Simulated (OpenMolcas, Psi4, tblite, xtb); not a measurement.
# SiF3 (trifluorosilyl): the dipole moment, rung by rung

SiF3: 4 atoms, total charge 0, spin state doublet. As SMILES, `F[Si](F)F`. The coordinates come from a PBE0-D4/def2-TZVP relaxation.

Each level gives the dipole moment (D). The values are calculated.

```
                 level                    kind     program  value (D)
              GFN1-xTB          semi-empirical         xtb       1.43
             IPEA1-xTB          semi-empirical      tblite       1.38
       UHF/aug-cc-pVDZ            Hartree–Fock  OpenMolcas       1.50
    USVWN5/aug-cc-pVDZ                     LDA        Psi4       1.06
     UBLYP/aug-cc-pVDZ                     GGA        Psi4       1.11
  U-r2SCAN/aug-cc-pVDZ                meta-GGA  OpenMolcas       1.12
     UPBE0/aug-cc-pVDZ           global hybrid        Psi4       1.20
UCAM-B3LYP/aug-cc-pVDZ  range-separated hybrid        Psi4       1.26
```

The values span 1.06 to 1.50 D. Magnitudes only.
